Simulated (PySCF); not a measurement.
Predicted microwave data (wB97X-D/def2-SVPD in PySCF (dipole) on a GFN2-xTB geometry, gas phase) for one isomer of C3H7ClOSi:

```
Rotational constants : A = 4440, B = 1413, C = 1093 MHz
Dipole components    : |μa| = 0.13 D, |μb| = 0.39 D, |μc| = 0.00 D
Inertial defect      : -8.90 u·Å²
κ                    : -0.81
```

Question: Which candidate fits, each taken in the one conformer that was computed?
A. `[CH2:1]=[CH:2][O:3][SiH2:4][CH2:5][Cl:6]` with C1–C2–O3–Si4 180°, C2–O3–Si4–C5 180°, O3–Si4–C5–Cl6 180°
B. `[CH3:1]/[CH:2]=[C:3](\[Cl:4])[O:5][SiH3:6]` with C2–C3–O5–Si6 180°
C. `[CH2:1]=[C:2]([Cl:3])[O:4][SiH2:5][CH3:6]` with C1–C2–O4–Si5 -175°, C2–O4–Si5–C6 65°

Answer: B. It is C/C=C(\Cl)O[SiH3], an asymmetric top, point group Cs. The candidates at the same level (rigid rotor, commonest isotopes):

| SMILES | A (MHz) | B (MHz) | C (MHz) | μa (D) | μb (D) | μc (D) | Δ (u·Å²) | point group | rotor |
| --- | --- | --- | --- | --- | --- | --- | --- | --- | --- |
| C=C(Cl)O[SiH2]C | 3587 | 1587 | 1268 | 1.11 | 0.09 | 0.43 | -60.80 | C1 | asymmetric top |
| C/C=C(\Cl)O[SiH3] | 4440 | 1413 | 1093 | 0.13 | 0.39 | 0.00 | -8.90 | Cs | asymmetric top |
| C=CO[SiH2]CCl | 12134 | 783.6 | 745.9 | 1.59 | 0.02 | 0.00 | -8.98 | Cs | near-prolate asymmetric top |

`C=C(Cl)O[SiH2]C` has A 19 % too low; `C=CO[SiH2]CCl` has A 173 % too high. In the right answer the mirror of this Cs structure is the ab plane, so μc vanishes by symmetry. No structure here is proved a minimum.
